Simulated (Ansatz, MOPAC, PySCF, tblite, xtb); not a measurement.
System: Cl2Si, singlet: map of symmetric stretch and bend. Scanned: Si-Cl bond length and Cl-Si-Cl angle.

Methods: GFN2-xTB, 300 K electronic temperature (tblite); RHF/cc-pVDZ (PySCF); wB97X-V/cc-pVDZ (PySCF); M06-2X/cc-pVDZ (PySCF); RKS-PBE/cc-pVDZ = restricted PBE/cc-pVDZ in Ansatz (a program for electronic structure); MP2 on RHF/cc-pVDZ, 15 core orbitals frozen (PySCF); CCSD on RHF/cc-pVDZ, 15 core orbitals frozen (PySCF); CCSD(T) on RHF/cc-pVDZ, 15 core orbitals frozen (PySCF); PM3, restricted, heats of formation (MOPAC); AM1, restricted, heats of formation (MOPAC); GFN1-xTB (xtb); RKS-B3LYP/6-31G* = restricted B3LYP/6-31G*, spherical d in PySCF; RMP2/3-21G = restricted MP2 (frozen core)/3-21G (PySCF); RMP2/6-31G* = restricted MP2 (frozen core)/6-31G*, spherical d in PySCF; RHF/6-31G* = restricted Hartree-Fock/6-31G*, spherical d run with PySCF.

Energies in kJ/mol at chosen points (x: Si-Cl bond length (Å); y: Cl-Si-Cl angle (°)), relative to x = 2.08, y = 102.27:

| method | (2.29, 171.36) | (2.50, 93.64) | (1.98, 136.82) | (2.50, 119.55) | (2.18, 145.45) | (2.50, 119.55) | (2.39, 154.09) |
|---|---|---|---|---|---|---|---|
| GFN2-xTB | 204.9 | 127.2 | 73.3 | 138.8 | 101.0 | 138.8 | 164.1 |
| RHF | 216.0 | 156.8 | 138.8 | 171.5 | 132.0 | 171.5 | 201.4 |
| wB97X-V | 194.9 | 161.8 | 126.7 | 175.2 | 117.3 | 175.2 | 190.9 |
| M06-2X | 176.4 | 151.7 | 126.4 | 163.6 | 109.0 | 163.6 | 175.1 |
| RKS-PBE/cc-pVDZ | 144.8 | 120.9 | 121.4 | 127.7 | 87.6 | 127.7 | 139.2 |
| MP2 | 187.4 | 157.0 | 124.1 | 168.5 | 112.2 | 168.5 | 184.8 |
| CCSD | 189.6 | 150.4 | 125.7 | 163.4 | 113.3 | 163.4 | 184.6 |
| CCSD(T) | 178.3 | 143.9 | 123.6 | 155.6 | 107.1 | 155.6 | 174.3 |
| PM3 | 190.0 | 165.7 | 48.9 | 181.0 | 98.9 | 181.0 | 191.9 |
| AM1 | 195.3 | 168.5 | 43.9 | 185.4 | 99.0 | 185.4 | 197.0 |
| GFN1-xTB | 121.6 | 173.5 | 68.7 | 176.8 | 73.2 | 176.8 | 140.5 |
| RKS-B3LYP/6-31G* | 162.8 | 138.5 | 113.4 | 145.2 | 96.4 | 145.2 | 158.3 |
| RMP2/3-21G | 110.4 | 18.0 | 157.6 | 27.3 | 66.0 | 27.3 | 74.1 |
| RMP2/6-31G* | 206.6 | 179.2 | 112.1 | 189.9 | 121.5 | 189.9 | 206.1 |
| RHF/6-31G* | 230.3 | 175.6 | 128.8 | 190.0 | 138.6 | 190.0 | 218.4 |
